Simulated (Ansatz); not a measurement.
Molecule: BiI2, net charge 1, singlet state. 
Coordinates optimised at B3LYP-D3(BJ)/def2-TZVP (Ansatz, a program for electronic structure):
```xyz
3

Bi     0.0453    -0.0328     0.9536
I      1.0907     1.8295    -0.7380
I     -1.1616    -1.7781    -0.7554
```
Charge +1, spin multiplicity 1.

Parts of the frozen-core correlation energy in def2-TZVPPD (Ansatz, hartree). Frozen orbitals: 27; correlated occupied orbitals by spin: 9 and 9; virtual: 138 and 138. Spin-orbit coupling is left out. In def2 rows, elements after Kr have scalar-relativistic effective core potentials.

```
term                            value
-------------------------  ----------
reference (HF)             -806.70274
MP2 opposite-spin            -0.27028
MP2 same-spin                -0.09056
CCSD correlation             -0.39092
(T)                          -0.02198
T1 diagnostic                   0.027
largest doubles amplitude       0.062
```
